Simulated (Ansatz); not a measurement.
Ansatz results at the PBE0-D4/def2-TZVP geometry: LUMO energy (PBE0/def2-TZVPP) 0.03 eV; HOMO–LUMO gap (PBE0/def2-TZVPP) 8.12 eV; HOMO–LUMO gap (B3LYP/def2-TZVPP) 7.75 eV.

Each molecule was computed in one conformer, which needn't be the lowest.

Task: Which molecule gave them?
A. `S[CH]1[CH2][GeH2]1`
B. `CC([SiH3])[SiH2]F`
C. `CC(F)[SiH2][SiH3]`
D. `[NH2][SbH][CH2]O`

Result: C. The others give `S[CH]1[CH2][GeH2]1`: -0.03, 6.11, 5.68; `[NH2][SbH][CH2]O`: -0.34, 6.38, 5.93; `CC([SiH3])[SiH2]F`: -0.03, 8.45, 8.05.

B3LYP here is the variant with VWN-RPA as its local correlation; programs differ in this.
